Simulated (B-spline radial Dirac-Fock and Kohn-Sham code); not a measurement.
## Auger decay of the 4s hole in Zr²⁺

System: Zr²⁺, configuration [Kr] 4d2, inside a Watson sphere of charge -2 and radius 2.4 Å (a model of the Madelung potential; inside it an electron's potential energy is raised by 12.0 eV).

The computed values come from a radial finite-basis atomic code: one-electron (LDA, Dirac) transition rates at Dirac-Fock energies. Kinetic energies are configuration averages from the vacuum level; the two-hole energies are estimated from single-hole states.

```
transition  kinetic energy (eV)  width (meV)  share (%)
   N1-N2N5                 3.74         1670       24.8
   N1-N2N4                 4.17          488        7.2
   N1-N3N4                 5.51         2250       33.4
   N1-N3N5                 5.94         2300       34.2
   N1-N4N5                37.79         20.8        0.3
```

Coster-Kronig rates are the weakest part of this model and often come out 1.5 to 2.5 times too large. Super-Coster-Kronig decay this fast strains the one-particle picture, and such widths tend to come out too large. Channels within a few eV of threshold rest on estimated energies and may be closed in reality. The listed channels hold 100 % of the non-radiative rate. Summed by principal shells, of 6.74 eV in all: NNN 100.0 %.
